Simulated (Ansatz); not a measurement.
Molecule: sum formula AlBr2Cl (charge 0, singlet). 
Geometry from a B3LYP-D3(BJ)/def2-TZVP (Ansatz, an electronic-structure program) optimisation:
```xyz
4

Cl    -0.5643     2.4394    -0.0554
Al    -0.0957     0.4137    -0.0094
Br     2.0445    -0.2310     0.0621
Br    -1.7348    -1.1075    -0.0316
```

Computed values are from Ansatz. Valence correlation only, unless marked. Open shells are spin-unrestricted. No spin-orbit coupling. The frozen core is the preceding noble-gas configuration, with the filled d and f shells of earlier blocks. No relativistic terms. CBS(X,Y): correlation extrapolated as X^-3; Hartree-Fock from the larger set.

Problem. What is the dipole moment at CCSD(T)/def2-SVPD?

Solution. 0.23 D.

Problem. What is the T1 diagnostic at CCSD/def2-QZVPPD?

Solution. 0.008.

Problem. What is the total energy at CCSD(T)/CBS(def2-TZVPPD,def2-QZVPPD)?

Solution. -5847.3655 Eh.

Problem. What is the atomisation energy De at CCSD(T)/CBS(def2-TZVPPD,def2-QZVPPD)?

Solution. 285.2 kcal/mol.
